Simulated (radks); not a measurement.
The bismuth ion Bi+, configuration [Xe] 4f13 5d10 6s2 6p3 (not the ground configuration). Calculated with a radial shooting solver on a logarithmic mesh with Libxc functionals: scalar-relativistic Kohn-Sham, r2SCAN, spin-polarised, spherical densities, finite nucleus; open shells are filled with parallel spins first (spin-orbit coupling, left out, can overturn this in heavy ions); meta-GGA in the generalised Kohn-Sham scheme; Fermi nuclear charge, rms radius 5.5211 fm.

Unscreened Slater integrals over Kohn-Sham orbitals (eV). They are taken over the spin-up orbitals.

\begin{tabular}{lr}
integral & value \\ \hline
F0(6p,6p) & 9.4179 \\
F2(6p,6p) & 5.1366 \\
F0(6p,6s) & 10.376 \\
G1(6p,6s) & 6.4749 \\
F0(6p,5d) & 11.604 \\
F2(6p,5d) & 3.6024 \\
G1(6p,5d) & 1.3065 \\
G3(6p,5d) & 1.1311 \\
F0(6p,5p) & 11.894 \\
F2(6p,5p) & 2.7962 \\
G0(6p,5p) & 0.46742 \\
G2(6p,5p) & 0.63222 \\
F0(6s,6s) & 11.856 \\
F0(6s,5d) & 14.103 \\
G2(6s,5d) & 2.7096 \\
F0(6s,5p) & 14.626 \\
G1(6s,5p) & 1.1003 \\
F0(5d,5d) & 20.740 \\
F2(5d,5d) & 10.868 \\
F4(5d,5d) & 7.2881 \\
F0(5d,5p) & 22.975 \\
F2(5d,5p) & 11.727 \\
G1(5d,5p) & 14.402 \\
G3(5d,5p) & 8.9940 \\
F0(5p,5p) & 26.254 \\
F2(5p,5p) & 14.181 \\
\end{tabular}

Derived for the open shells (J is the average intra-shell exchange parameter used in DFT+U). 6p: J = F2/5 = 1.027 eV.
